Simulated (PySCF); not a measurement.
**Spin states of InAs**

Unrestricted PBE0; basis In def2-SVP with ECP28, As def2-SVP; scalar-relativistic core potentials; PySCF 2.14. Outer shells of the fragments: In 4d10 5s2 5p1; As 3d10 4s2 4p3.

Followed along the bond (rough minima from three points):

| 2Ms+1 | unpaired | ⟨S²⟩ at the start | R at minimum (Å) | Te (eV) |
| --- | --- | --- | --- | --- |
| 3 | π ↑↑ | 2.01 | 2.77 | 0.00 |
| 3 | σ ↑, π ↑ | 2.02 | 2.55 | 0.27 |
| 1 | π ↑↓ | 1.01 | 2.76 | 0.33 |
| 1 | σ ↓, π ↑ | 1.02 | 2.53 | 0.48 |
| 1 | none | 0.00 | 2.75 | 1.29 |

Solutions found at the starting distance of 2.565 Å, counted from the lowest of them; the search is not exhaustive and high or unbound solutions are not listed, so other states can lie among these:

```
2Ms+1  unpaired   term  E (eV)  ⟨S²⟩  ⟨Lz²⟩  μ (D)
    3      π ↑↑    ³Σ⁻    0.00  2.01   0.00  -0.97
    3  σ ↑, π ↑     ³Π    0.14  2.02   1.01  -2.65
    1      π ↑↓  mixed    0.33  1.01   2.01  -0.89
    1  σ ↓, π ↑  mixed    0.36  1.02   1.02  -2.70
    1      none  mixed    1.27  0.00   2.00  -0.53
    1      none    ¹Σ⁺    1.39  0.00   0.00  -3.89
```

A term symbol is given only where ⟨S²⟩ and ⟨Lz²⟩ are close to those of a pure state; real π, δ and φ orbitals otherwise mix terms. A positive dipole means In(−)As(+).

Question: Compare the gap between the two lowest followed solutions at the starting distance with the gap between their minima.

Answer: At PBE0 the second solution (triplet, unpaired electrons σ ↑, π ↑) lies +0.14 eV from the first (triplet, unpaired electrons π ↑↑) at 2.565 Å and +0.27 eV at the minima; the two curves relax by different amounts, since their minima lie near 2.55 and 2.77 Å.

Spin–orbit coupling is left out.
